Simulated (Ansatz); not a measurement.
System: AlOF2H, net charge 0, singlet state. SMILES: [OH][Al]([F])[F]

Atoms: Al1, F2, F3, O4, H5. Bonds: Al1-F2, Al1-F3, Al1-O4, O4-H5.

Bond lengths (Å) and angles (degrees) optimised at HF/STO-3G with Ansatz (a program for electronic structure); HF/3-21G with Ansatz; HF/6-31G* with Ansatz, each started from the B3LYP-D3(BJ)/def2-TZVP structure (Ansatz) of the last column. A row stands for all coordinates that are equal there. 6-31G* holds six Cartesian d functions. No wavenumbers were computed at HF/STO-3G, so these may be saddle points.

```json
[
 {"coordinate": "Al1-F2", "HF/STO-3G": "1.603", "HF/3-21G": "1.636", "HF/6-31G*": "1.628", "B3LYP-D3(BJ)/def2-TZVP": "1.643"},
 {"coordinate": "Al1-F3", "HF/STO-3G": "1.601", "HF/3-21G": "1.636", "HF/6-31G*": "1.624", "B3LYP-D3(BJ)/def2-TZVP": "1.638"},
 {"coordinate": "Al1-O4", "HF/STO-3G": "1.664", "HF/3-21G": "1.617", "HF/6-31G*": "1.673", "B3LYP-D3(BJ)/def2-TZVP": "1.678"},
 {"coordinate": "O4-H5", "HF/STO-3G": "0.984", "HF/3-21G": "0.942", "HF/6-31G*": "0.944", "B3LYP-D3(BJ)/def2-TZVP": "0.958"},
 {"coordinate": "F2-Al1-F3", "HF/STO-3G": "119.8", "HF/3-21G": "115.6", "HF/6-31G*": "118.4", "B3LYP-D3(BJ)/def2-TZVP": "118.5"},
 {"coordinate": "F2-Al1-O4", "HF/STO-3G": "120.6", "HF/3-21G": "122.2", "HF/6-31G*": "121.7", "B3LYP-D3(BJ)/def2-TZVP": "122.5"},
 {"coordinate": "F3-Al1-O4", "HF/STO-3G": "119.7", "HF/3-21G": "122.2", "HF/6-31G*": "119.9", "B3LYP-D3(BJ)/def2-TZVP": "119.0"},
 {"coordinate": "Al1-O4-H5", "HF/STO-3G": "110.3", "HF/3-21G": "180.0", "HF/6-31G*": "126.2", "B3LYP-D3(BJ)/def2-TZVP": "124.2"}
]
```

Mean signed difference of all 4 bond lengths from B3LYP-D3(BJ)/def2-TZVP: HF/STO-3G -0.016 Å, HF/3-21G -0.022 Å, HF/6-31G* -0.012 Å.
